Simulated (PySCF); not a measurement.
C₄H₄BrN.
Bonds: Br1–C2, C2–C3 (double), C3–C4, C4–C5, C5–N6 (double), C2–N6. Hydrogens: H7 on C3; H8, H9 on C4; H10 on C5.

Level of theory: PySCF 2.14.0, PBE0-D3(BJ)/def2-SVP geometry optimisation, gas phase.

(1) Give the optimised bond lengths and angles.

Answers

(1) 
```tsv
bond	length (Å)	order
Br1–C2	1.865	single
C2=C3	1.349	double
C3–C4	1.491	single
C4–C5	1.496	single
C5=N6	1.285	double
C2–N6	1.405	single
C3–H7	1.088	single
C4–H8, C4–H9	1.106	single
C5–H10	1.095	single
```

Bonds in one row agree within 0.01 Å and their mean is given. Orders are formal, as drawn. A selection of angles:
```tsv
angle	degrees
Br1–C2–C3	127.3
Br1–C2–N6	118.6
C3–C2–N6	114.1
C2–C3–C4	105.6
C2–C3–H7	127.6
C4–C3–H7	126.8
C3–C4–C5	101.1
C3–C4–H8	113.5
C5–C4–H8	111.4
H8–C4–H9	106.0
C4–C5–N6	113.5
C4–C5–H10	125.0
N6–C5–H10	121.6
C2–N6–C5	105.8
```

Torsions: Br1–C2–C3–C4 180° (antiperiplanar); C2–C3–C4–C5 0° (synperiplanar); C3–C4–C5–N6 0° (synperiplanar); C4–C5–N6–C2 0° (synperiplanar); Br1–C2–N6–C5 180° (antiperiplanar).

The C–C distances run from 1.349 Å (C2=C3, drawn double) to 1.496 Å (C4–C5, drawn single), a spread of 0.147 Å. The C–N distances run from 1.285 Å (C5=N6, drawn double) to 1.405 Å (C2–N6, drawn single), a spread of 0.120 Å. The 6 heavy atoms lie in one plane (0.000 Å rms). N6 (imine nitrogen) is bent (angle 105.8°). The 5-membered ring C2–C3–C4–C5–N6 has internal angles of 101.1° to 114.1°; it is planar, 0.00 Å rms from its mean plane, widest ring torsion 0°.

Point group: Cs (every atom within 0.08 Å of its image). Whether it is a minimum is left open (no frequencies).

On one thread of an AMD EPYC 9R45, no GPU, shared host, this took 22 s and 0.52 GiB of memory at its peak. That covers the optimisation of the geometry.
